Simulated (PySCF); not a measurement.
Cd(Cl)(OSiH3) (CdClH3OSi), SMILES [Cd]([O][SiH3])[Cl].

Coordinates come from a PBE0-D3(BJ)/def2-SVP optimisation. The def2 effective core potentials stand for the cores of Cd; spin–orbit coupling is left out. Other conformers were not sampled.

Two levels are set side by side: PBE/def2-TZVPD (PySCF) and HF/def2-TZVPD (PySCF). Same geometry, gas phase. Differences are taken from unrounded values.

```csv
quantity,HF
orbital gap (eV),12.53
highest occupied level (eV),-11.84
lowest empty level (eV),0.69
dipole moment (D),0.30
mean polarisability (bohr³),64.4
```

**Question.** What does PBE give, and how far is it from HF? (An estimate is asked for; the answer gives what the named calculation found.)

**Answer.** 
```
quantity                       PBE  PBE minus HF
---------------------------  -----  ------------
orbital gap (eV)              3.84         -8.69
highest occupied level (eV)  -6.95          4.89
lowest empty level (eV)      -3.11         -3.81
dipole moment (D)             0.16         -0.14
mean polarisability (bohr³)   79.9          15.5
```

PBE's occupied levels lie high since its potential decays too fast outside the molecule; exact exchange lowers them and widens the gap. Loosely held outer electrons make PBE densities more polarisable. Differences between two approximate levels are no errors against the true value.

Rough cost on one machine, each run with all the roots and properties that it gave: HF against PBE about 1/3.
